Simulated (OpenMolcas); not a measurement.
Ru²⁺: CASPT2 settings compared

```yaml
Program: OpenMolcas
Basis: ANO-R2 [7s5p4d2f1g]
Scalar_Hamiltonian: X2C, finite nucleus
Active_space: 6 electrons in 5 orbitals (4d)
State_averaging: 2S+1 = 5 even, 5 roots; 2S+1 = 3 even, 45 roots kept (CI in the orbitals of an earlier block); 2S+1 = 1 even, 50 roots kept (CI in the orbitals of an earlier block)
Spin-orbit_coupling: RASSI with atomic mean-field integrals over the reference wave functions, term energies averaged over their components
```

Methods on the same reference wave functions:
A. CASSCF
B. SS-CASPT2, IPEA 0.75 Eh, no level shift (closed shells correlated: 4s 4p)
C. MS-CASPT2, IPEA 0.75 Eh, no level shift (closed shells correlated: 4s 4p)
D. XMS-CASPT2, IPEA 0.6 Eh, imaginary shift 0.15 Eh (closed shells correlated: 3d 4s 4p)
E. XMS-CASPT2, IPEA 0.4 Eh, imaginary shift 0.05 Eh (closed shells correlated: 4s 4p)

Energies in cm-1 above 4d6 5D4, the measured ground level; measured values from Moore, Atomic Energy Levels, vol. III, NSRDS-NBS 35 (1971 reprint of NBS Circular 467, 1958).

| Level | A | B | C | D | E | Measured |
| --- | --- | --- | --- | --- | --- | --- |
| 4d6 5D4 | 0.0 | 0.0 | 0.0 | 0.0 | 0.0 | 0.0 |
| 4d6 5D3 | 1144 | 1149 | 1149 | 1146 | 1150 | 1159 |
| 4d6 5D2 | 1857 | 1848 | 1849 | 1846 | 1846 | 1826 |
| 4d6 5D1 | 2312 | 2300 | 2300 | 2300 | 2300 | 2266 |
| 4d6 5D0 | 2533 | 2520 | 2520 | 2520 | 2510 | 2476 |
| 4d6 3H6 | 17856 | 17160 | 17160 | 17930 | 17410 |  |
| 4d6 3H5 | 18265 | 17440 | 17440 | 18190 | 17670 |  |
| 4d6 3P2(1) | 19078 | 17260 | 17260 | 17420 | 16740 |  |
| 4d6 3F4(1) [51 %] | 20341 | 19110 | 19120 | 19720 | 18980 |  |
| 4d6 3F3(1) | 20799 | 19310 | 19310 | 19860 | 18970 |  |
| 4d6 3F2(1) | 21344 | 19880 | 19880 | 20390 | 19420 |  |
| 4d6 3P1(1) | 22382 | 20580 | 20570 | 20720 | 20040 |  |
| 4d6 3G5 | 22658 | 20880 | 20880 | 21600 | 21000 |  |
| 4d6 3P0(1) | 23231 | 21350 | 21340 | 21410 | 20760 |  |
| 4d6 3G4 | 23782 | 21940 | 21930 | 22620 | 21970 |  |
| 4d6 3G3 | 24091 | 22240 | 22230 | 22900 | 22230 |  |
| 4d6 1I6 | 27388 | 25500 | 25500 | 26530 | 25750 |  |
| 4d6 3D2 | 28672 | 25220 | 25220 | 25770 | 24680 |  |
| 4d6 3D1 | 28792 | 25410 | 25420 | 25960 | 24860 |  |
| 4d6 3D3 | 29023 | 25590 | 25590 | 26150 | 25040 |  |
| 4d6 1G4(1) | 29473 | 26990 | 27000 | 27700 | 27230 |  |
| 4d6 1S0(1) | 33949 | 30880 | 30810 | 30370 | 29790 |  |
| 4d6 1D2(1) | 35562 | 30750 | 30750 | 31310 | 30410 |  |
| 4d6 1F3 | 39971 | 34330 | 34330 | 34800 | 33790 |  |

Deviations, from unrounded energies. A percentage is the sum of absolute deviations over the sum of measured energies, with the sign that they share, or ± where signs differ.

```tsv
Against measurement	Levels	A	B	C	D	E
mean absolute deviation (cm-1)	4	37	27	27	26	24
fine structure of the ground term (%)	4	±1.9	±1.4	±1.4	±1.4	±1.3
```

B, C, D, E lie about equally close to measurement and A furthest from it. The largest miss of E in the table is 4d6 5D0, by +38 cm-1. The ranking rests on the paired levels alone, and a cruder setting can come out closer through cancelling errors.

Among B to E the level of the table that moves most is 4d6 3D3, by 1100 cm-1 (lowest in E, highest in D). Moves below CASPT2's spread within the term are not significant.

The two smallest mean deviations differ by little beside CASPT2's spread within terms, so their order carries little weight.

From A to B the spin-free energies of the other terms of 4d6 shown, above 5D, scale by factors of 0.85 to 0.96, as is usual when dynamic correlation screens the repulsion within a d or f shell.

The lowest spin-free term lies below A's lowest term by 0.396 hartree in B, 0.396 hartree in C, 0.460 hartree in D, 0.417 hartree in E.

CASPT2 breaks the degeneracy within a term, and the mean is taken; among the terms shown or strongly mixed into the levels shown the widest spread is 3400 cm-1 (4d6 1G(1), E). Levels of configurations with an s electron are missing; early in the row they begin among the upper levels of the d shell and mix with terms of their name. Terms from blocks run as CI alone lack orbitals of their own. The CASPT2 spread within a term exceeds the gap to the next term for 4d6 1I and 4d6 3D, so the order of their levels is uncertain (figures for B; the like holds for C, D, E). Without dynamic correlation excited terms often stand tens of per cent too high (terms of higher spin than the ground term too low), and those without a measured partner can miss by more than the paired ones (holds for A). Measured partners are found by configuration, term and J. A level has none where our copy of the source lacks it or the pairing is in doubt (some pairs that miss far off the trend of their configuration count as doubtful), and it then counts in no deviation. Only configurations of the active space appear. Levels that lie high or do not pair safely by name in every column are left out.

A share in square brackets marks a mixed level and gives the weight of the term that names it, the lowest over the columns. A number in round brackets counts repeated terms of one configuration in the order of the reference energies.
